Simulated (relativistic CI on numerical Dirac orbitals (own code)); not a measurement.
# Sensitivity of the levels of Tm⁴⁰⁺ to α and to the nuclear radius

Computed by Dirac-Coulomb-Breit CI, KLI orbitals optimised for each configuration, derivatives by finite differences, unscaled Slater integrals, QED left out (own radial code, finite nucleus).

Configuration list (outside the closed core [Ar] 3d10): 4s, 4p, 4d, 4f, 5s, 5p, 5d, 5f. Levels of other configurations are missing.

With x = (α/α₀)² − 1 an excitation energy changes as ω = ω₀ + qx; K = 2q/ω₀ is the relative enhancement. Terms are leading LS components, so labels can repeat. The field-shift factor is F = δν/δ⟨r²⟩ for the transition from the lowest level.

Lowest level 4s ²S1/2.

| Level | ω₀ (cm⁻¹) | q (cm⁻¹) | F (GHz/fm²) |
| --- | --- | --- | --- |
| 4p ²P°1/2 | 699532 | 98240 | -1240 |
| 4p ²P°3/2 | 1261663 | 759500 | -1310 |
| 4d ²D3/2 | 2345501 | 798800 | -1300 |
| 4d ²D5/2 | 2464208 | 920200 | -1300 |
| 4f ²F°5/2 | 3624495 | 911700 | -1280 |
| 4f ²F°7/2 | 3651828 | 938100 | -1280 |
| 5s ²S1/2 | 6325975 | 485300 | -681 |
| 5p ²P°1/2 | 6663640 | 527100 | -1250 |
| 5p ²P°3/2 | 6925849 | 833400 | -1280 |
| 5d ²D3/2 | 7439572 | 850800 | -1280 |
| 5d ²D5/2 | 7496693 | 909200 | -1280 |
| 5f ²F°5/2 | 8009339 | 905600 | -1270 |
| 5f ²F°7/2 | 8025581 | 921500 | -1270 |

At this charge energies of transitions that change n are usually good to better than 1 %, and those within a shell (Δn = 0) to a few per cent.

Problem. Which transition from the lowest level has the largest |K|?

Solution. 4p ²P°3/2 at 1261663 cm⁻¹, K = 1.2.
